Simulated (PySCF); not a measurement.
# Cost of response and excited-state runs on `[GeH3][S][GeH][c]1ccccc1`, C$_{6}$H$_{9}$Ge$_{2}$S, doublet

Geometry (Å), atoms numbered from 1 in this order:
```xyz
18

Ge   -2.9938   -0.3312   -0.7441
S    -2.5679    1.7966   -0.4052
Ge   -1.2099    1.7557    1.4158
C     0.3115    0.5567    0.8333
C     0.2103   -0.8234    0.8870
C     1.2455   -1.6138    0.4160
C     2.3871   -1.0202   -0.0958
C     2.4946    0.3598   -0.1369
C     1.4592    1.1489    0.3353
H    -1.8191   -1.0521   -1.3417
H    -3.3789   -1.0269    0.5327
H    -4.1496   -0.3772   -1.6957
H    -0.5932    3.1912    1.1327
H    -0.6806   -1.2857    1.2986
H     1.1604   -2.6905    0.4506
H     3.1974   -1.6343   -0.4602
H     3.3851    0.8242   -0.5355
H     1.5332    2.2285    0.3071
```

PySCF with density fitting, on 1 thread of an Arm Neoverse V2, shared host. Command: `OMP_NUM_THREADS=1 python excited_run.py task.json out`

(1) How long does each of these runs take, and how much memory?
- open-shell absorption, PBE0/6-31G*; 25 states; Tamm-Dancoff; IEF-PCM acetonitrile
- open-shell absorption, PBE0/def2-SVP; 10 states; Tamm-Dancoff; writes grids

## Answers

(1) 
| run | level | basis functions | wall time | peak memory (GiB) |
| --- | --- | --- | --- | --- |
| open-shell absorption | PBE0/6-31G* | 184 | 110 s | 0.93 |
| open-shell absorption | PBE0/def2-SVP | 211 | 120 s | 0.86 |

Times from a shared host are rough.
